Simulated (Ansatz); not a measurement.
Molecule: InI (charge 0, triplet). This is an excited triplet: at this geometry the singlet lies 2.95 eV lower at CCSD(T)/CBS(def2-TZVPPD,def2-QZVPPD). 
Coordinates optimised at B3LYP-D3(BJ)/def2-TZVP (Ansatz, a first-principles code):
```
In
I 1 2.8002
```
Charge 0, spin multiplicity 3.

### Question
Give the harmonic wavenumbers at B3LYP-D3(BJ)/def2-TZVP (Ansatz, finite differences of forces, unscaled).

### Answer
134 cm⁻¹. Zero-point energy 0.2 kcal/mol.

### Question
From these and the geometry, give the ideal-gas thermochemistry at 298.15 K and 1 atm (rigid rotor, harmonic oscillator).

### Answer
Point group C∞v, rotational symmetry number 1. Rotational constants 1.069, 1.069 GHz. S(trans) 42.35, S(rot) 19.21, S(vib) 2.88, S(elec, spin only) 2.18, S 66.6 cal/(mol K). H(298) - H(0) 2.49 kcal/mol; G - E(el) -17.2 kcal/mol.
